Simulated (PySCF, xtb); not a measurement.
2-bromo-1,1-difluoroethane (C2H3BrF2), SMILES FC(F)CBr.

xtb 6.7.1 with GFN2-xTB at its own geometry gives an orbital gap of 5.07 eV and a dipole moment of 2.23 D.

Coordinates come from a PBE0-D3(BJ)/def2-SVP optimisation. The values are those of a single conformer.

Problem. What does CAM-B3LYP/def2-TZVP (PySCF) give? (An estimate is asked for; the answer gives what the named calculation found.)

Solution. gap 10.53 eV (levels -9.75 and 0.77 eV), dipole 1.48 D.
